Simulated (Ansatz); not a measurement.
`F[SiH](Cl)[GeH2][Cl]` → `[GeH2]` + `F[SiH](Cl)Cl`  (germylene formation by 1,1-elimination)

Isolated molecules relaxed with PBE0-D4/def2-TZVP in Ansatz; ΔE leaves out vibrations. CBS: MP2 limit from def2 TZ/QZ plus the TZ coupled-cluster correction, frozen cores. DFT in def2-TZVPP. B3LYP here is the variant with VWN-RPA as its local correlation; programs differ in this. For Ge outer-core shells are correlated without core-valence functions, which leaves a few kJ/mol of doubt a bond. Scalar relativity is left out up to krypton. One conformer a species, not always the lowest.

`F[SiH](Cl)[GeH2][Cl]`:

Z-matrix (Å, degrees):
```
Si
Cl 1 2.045
Ge 1 2.383 2 108.4
F 1 1.592 2 108.4 3 -118.4
H 1 1.478 2 108.5 3 124.5
Cl 3 2.163 1 105.9 2 174.3
H 3 1.534 1 113.1 2 -68.5
H 3 1.535 1 112.3 2 58.0
```

`[GeH2]`:

Z-matrix (Å, degrees):
```
Ge
H 1 1.595
H 1 1.594 2 90.6
```

`F[SiH](Cl)Cl`:

```xyz
5

F     1.401    0.806    0.107
Si    0.038    0.004    0.108
Cl    0.251   -1.615   -1.087
Cl   -1.416    1.216   -0.609
H    -0.274   -0.411    1.481
```

```
             level  ΔE (kcal/mol)  difference from CCSD(T)/CBS
            PBE-D4           36.3                          2.2
         r2SCAN-D4           37.8                          3.7
           PBE0-D4           37.7                          3.6
          B3LYP-D4           32.2                         -1.9
           ωB97X-V           36.1                          2.0
           ωB97M-V           31.9                         -2.2
            B2PLYP           32.4                         -1.7
               PBE           34.5                          0.4
            r2SCAN           37.3                          3.2
              PBE0           36.1                          2.0
             B3LYP           29.3                         -4.8
     HF/def2-TZVPP           28.3                         -5.8
    MP2/def2-TZVPP           37.7                          3.6
SCS-MP2/def2-TZVPP           34.8                          0.7
   CCSD/def2-TZVPP           33.9                         -0.2
CCSD(T)/def2-TZVPP           35.0                          0.9
     HF/def2-QZVPP           27.9                         -6.2
    MP2/def2-QZVPP           37.0                          2.9
SCS-MP2/def2-QZVPP           34.3                          0.2
      HF/CBS(def2)           27.9                         -6.2
     MP2/CBS(def2)           36.7                          2.6
    CCSD/CBS(def2)           33.0                         -1.1
       CCSD(T)/CBS           34.1                            0
```

Largest T1 diagnostic among the species: 0.012.

From PBE to PBE0 (25 % exact exchange), in def2-TZVPP and without D4, ΔE moves by +1.5 kcal/mol. The D4 term adds +2.9 kcal/mol with B3LYP and +1.6 kcal/mol with PBE0; it sums over pairs of atoms, weighted by their polarisabilities, and B3LYP, whose exchange is more repulsive, gets the larger term. In def2-TZVPP, CCSD(T) changes the Hartree–Fock value by +6.7 kcal/mol (the triples alone add +1.1 kcal/mol) and MP2 by +9.4 kcal/mol.

CCSD(T)/CBS has its own doubt, a few kJ/mol and more with outer-core shells, so smaller differences from it don't rank the levels.
